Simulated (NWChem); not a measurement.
TiNH$_{2}$F$_{3}$; SMILES [NH2][Ti]([F])([F])[F]

```xyz
7

Ti    -0.0337     0.0055     0.0370
F      0.3789     1.3485     1.0624
F     -0.5449    -1.4160     0.8933
F     -1.3091     0.5354    -1.0310
N      1.4560    -0.4497    -0.9433
H      2.1164     0.2189    -1.3343
H      1.7076    -1.4021    -1.1991
```
Atoms are numbered in this order, from 1.

All runs: NWChem. Structure relaxed at the PBE0/def2-SVP level. Ions are spin-unrestricted doublets at the neutral geometry; other ion states weren't tried.

Question: Estimate the computed values for PBE/def2-SVP. Quantities: vertical ionisation energy, ΔSCF (eV); −ε(HOMO) (eV).

Answer: 
| Item | Result |
|---|---|
| vertical ionisation energy, ΔSCF (eV) | 10.49 |
| −ε(HOMO) (eV) | 6.69 |
